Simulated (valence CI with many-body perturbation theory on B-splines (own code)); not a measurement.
Os LXXII: electric-dipole lines

Calculated by valence CI with perturbative core correlation (CI+MBPT): three valence electrons over a frozen Dirac-Fock core [He], a basis of 11 s, 11 p, 9 d, 7 f, 5 g, 2 h, 1 i functions for each j, with the one-electron correlation potential Σ1 (screened to all orders), the two-electron term Σ2, the three-electron term Σ3, Breit, model QED; selected single and double excitations, second order for the rest (own B-spline code, finite nucleus).

No measured spectrum was set against this ion. As an estimate, large intervals hold to a few tenths of a per cent, small ones and those within an open d or f shell to about a per cent.

Lines 101 to 150 of 294 in falling wavelength, among levels below 1050.8 Ry, chosen from the strongest by gf and those to the six lowest levels. Wavelengths and rates use the calculated energies. Electric multipoles are in the length gauge, E1 and E2 with the static RPA response of the core. Weak lines are less certain than strong ones. Lines between different terms over intervals too small for the method are left out, as are lines whose strength nearly cancels. The highest levels of a list are the least certain.

Levels are named by their leading jj configuration (3d3/2^4 stands for four electrons in 3d with j = 3/2), which in mixed levels can hold well under half, so a name can repeat and another be missing. Letters in brackets count levels of one name in rising energy.

| λ vac (Å) | Upper | Lower | A (s⁻¹) | log gf | Branch % |
| --- | --- | --- | --- | --- | --- |
| 6.334 | (2s 2p3/2 3p3/2) J=3/2 [b] | (2s^2 3p3/2) J=3/2 | 1.48e+13 | -0.45 | 4.9 |
| 6.334 | (2p1/2 2p3/2 3p1/2) J=3/2 [a] | (2s 2p1/2 3p1/2) J=1/2 [a] | 6.45e+12 | -0.81 | 0.7 |
| 6.332 | (2s 2p3/2 3s) J=3/2 [b] | (2s^2 3s) J=1/2 | 1.46e+13 | -0.45 | 6.8 |
| 6.331 | (2s 2p3/2 3d3/2) J=1/2 [b] | (2s^2 3d3/2) J=3/2 | 1.57e+13 | -0.72 | 0.7 |
| 6.325 | (2p1/2 2p3/2 3d5/2) J=5/2 [a] | (2s 2p1/2 3d5/2) J=5/2 [a] | 4.10e+12 | -0.83 | 0.2 |
| 6.323 | (2s 2p3/2 3d5/2) J=3/2 [b] | (2s^2 3d5/2) J=5/2 | 1.07e+13 | -0.59 | 0.7 |
| 6.321 | (2p1/2 2p3/2 3s) J=3/2 [a] | (2s 2p1/2 3s) J=1/2 [a] | 8.94e+12 | -0.67 | 4.8 |
| 6.320 | (2s 2p3/2 3p3/2) J=1/2 [b] | (2s^2 3p3/2) J=3/2 | 1.45e+13 | -0.76 | 52.7 |
| 6.291 | (2s 2p1/2 2p3/2) J=1/2 | (2s^2 2p1/2) J=1/2 | 1.65e+13 | -0.71 | 99.7 |
| 6.284 | (2s 2p1/2 2p3/2) J=3/2 [b] | (2s^2 2p1/2) J=1/2 | 1.52e+13 | -0.44 | 99.9 |
| 6.282 | (2p1/2 2p3/2^2) J=3/2 | (2s 2p1/2 2p3/2) J=5/2 | 1.30e+12 | -1.51 | 5.5 |
| 6.266 | (2p1/2 2p3/2^2) J=1/2 | (2s 2p1/2 2p3/2) J=3/2 [b] | 1.69e+13 | -0.70 | 67.2 |
| 6.259 | (2p1/2 2p3/2^2) J=1/2 | (2s 2p1/2 2p3/2) J=1/2 | 7.96e+12 | -1.03 | 31.7 |
| 6.253 | (2p1/2^2 2p3/2) J=3/2 | (2s 2p1/2^2) J=1/2 | 1.14e+13 | -0.57 | 98.8 |
| 6.245 | (2s 2p3/2^2) J=1/2 | (2s^2 2p3/2) J=3/2 | 1.29e+13 | -0.82 | 99.2 |
| 6.243 | (2s 2p3/2^2) J=3/2 | (2s^2 2p3/2) J=3/2 | 2.41e+13 | -0.25 | 99.1 |
| 6.211 | (2p1/2 2p3/2^2) J=5/2 | (2s 2p1/2 2p3/2) J=5/2 | 1.10e+13 | -0.42 | 49.6 |
| 6.153 | (2p1/2 2p3/2^2) J=3/2 | (2s 2p1/2 2p3/2) J=3/2 [a] | 1.19e+13 | -0.57 | 50.8 |
| 6.085 | (2p1/2 2p3/2^2) J=5/2 | (2s 2p1/2 2p3/2) J=3/2 [a] | 2.39e+11 | -2.10 | 1.1 |
| 6.072 | (2p3/2^3) J=3/2 | (2s 2p3/2^2) J=5/2 | 6.63e+12 | -0.83 | 18.9 |
| 5.910 | (2p1/2 2p3/2^2) J=1/2 | (2s 2p1/2 2p3/2) J=3/2 [a] | 2.18e+11 | -2.64 | 0.9 |
| 1.300 | (2s 2p1/2 3s) J=1/2 [a] | (2s 2p1/2 2p3/2) J=1/2 | 1.12e+13 | -2.25 | 3.7 |
| 1.297 | (2s^2 3p1/2) J=1/2 | (2s 2p1/2 2p3/2) J=3/2 [a] | 2.23e+12 | -2.95 | 17.3 |
| 1.296 | (2s 2p1/2 3s) J=3/2 | (2s 2p1/2 2p3/2) J=1/2 | 6.76e+12 | -2.17 | 2.0 |
| 1.292 | (2p1/2 2p3/2 3s) J=5/2 | (2p1/2 2p3/2^2) J=5/2 | 1.26e+14 | -0.72 | 62.0 |
| 1.292 | (2s 2p1/2 3s) J=1/2 [b] | (2s 2p1/2 2p3/2) J=1/2 | 9.98e+13 | -1.30 | 37.7 |
| 1.291 | (2p1/2 2p3/2 3s) J=3/2 [b] | (2p1/2 2p3/2^2) J=5/2 | 1.85e+14 | -0.73 | 51.9 |
| 1.286 | (2s 2p3/2 3s) J=5/2 | (2s 2p3/2^2) J=5/2 | 1.29e+14 | -0.72 | 56.1 |
| 1.286 | (2s 2p1/2 3s) J=3/2 | (2s 2p1/2 2p3/2) J=5/2 | 2.05e+14 | -0.69 | 60.5 |
| 1.284 | (2s 2p1/2 3s) J=1/2 [a] | (2s 2p1/2 2p3/2) J=3/2 [a] | 2.35e+14 | -0.93 | 77.5 |
| 1.283 | (2s^2 3s) J=1/2 | (2s^2 2p3/2) J=3/2 | 2.65e+14 | -0.88 | 78.2 |
| 1.282 | (2s 2p3/2 3s) J=3/2 [a] | (2s 2p3/2^2) J=5/2 | 2.00e+14 | -0.70 | 51.8 |
| 1.280 | (2s 2p1/2 3s) J=3/2 | (2s 2p1/2 2p3/2) J=3/2 [a] | 1.66e+13 | -1.79 | 4.9 |
| 1.276 | (2s 2p1/2 3s) J=1/2 [b] | (2s 2p1/2 2p3/2) J=3/2 [a] | 3.85e+12 | -2.73 | 1.5 |
| 1.249 | (2s^2 3p3/2) J=3/2 | (2s 2p1/2 2p3/2) J=1/2 | 5.60e+11 | -3.28 | 3.3 |
| 1.238 | (2s 2p1/2 3p1/2) J=1/2 [b] | (2s^2 2p3/2) J=3/2 | 1.94e+12 | -3.05 | 0.6 |
| 1.220 | (2s 2p1/2 3d3/2) J=3/2 [a] | (2s 2p1/2 2p3/2) J=1/2 | 1.05e+13 | -2.03 | 2.0 |
| 1.216 | (2p1/2 2p3/2 3d3/2) J=5/2 [a] | (2p1/2 2p3/2^2) J=5/2 | 1.37e+14 | -0.74 | 57.2 |
| 1.215 | (2p1/2^2 3d3/2) J=3/2 | (2p1/2^2 2p3/2) J=3/2 | 2.98e+14 | -0.58 | 89.4 |
| 1.214 | (2s 2p1/2 3d3/2) J=3/2 [b] | (2s 2p1/2 2p3/2) J=1/2 | 3.02e+13 | -1.57 | 1.3 |
| 1.213 | (2s 2p1/2 3d3/2) J=1/2 | (2s 2p1/2 2p3/2) J=1/2 | 1.54e+14 | -1.17 | 6.5 |
| 1.213 | (2p1/2 2p3/2 3d3/2) J=3/2 [a] | (2p1/2 2p3/2^2) J=3/2 | 1.74e+14 | -0.82 | 28.1 |
| 1.211 | (2p1/2 2p3/2 3d3/2) J=3/2 [b] | (2p1/2 2p3/2^2) J=5/2 | 2.42e+14 | -0.67 | 10.4 |
| 1.211 | (2s 2p1/2 3d3/2) J=3/2 [a] | (2s 2p1/2 2p3/2) J=5/2 | 7.67e+12 | -2.17 | 1.5 |
| 1.207 | (2s 2p1/2 3d3/2) J=5/2 | (2s 2p1/2 2p3/2) J=5/2 | 2.89e+14 | -0.42 | 86.9 |
| 1.206 | (2s 2p1/2 3d3/2) J=3/2 [a] | (2s 2p1/2 2p3/2) J=3/2 [a] | 1.47e+14 | -0.89 | 28.6 |
| 1.206 | (2s 2p3/2 3d3/2) J=5/2 [a] | (2s 2p3/2^2) J=5/2 | 1.57e+14 | -0.69 | 8.3 |
| 1.205 | (2s 2p3/2 3d3/2) J=3/2 [a] | (2s 2p3/2^2) J=5/2 | 2.80e+14 | -0.61 | 13.7 |
| 1.205 | (2s 2p1/2 3d3/2) J=3/2 [b] | (2s 2p1/2 2p3/2) J=5/2 | 6.76e+13 | -1.23 | 2.8 |
| 1.203 | (2s 2p1/2 3d5/2) J=5/2 [a] | (2s 2p1/2 2p3/2) J=3/2 [b] | 1.78e+14 | -0.63 | 9.9 |

**Question.** How does gf follow from A for the line at 1.249 Å?

**Answer.** gf = 1.4992 × (2J+1)_upper × A / σ², with σ = 80076678 cm⁻¹ and 2J+1 = 4: gf = 0.000523.
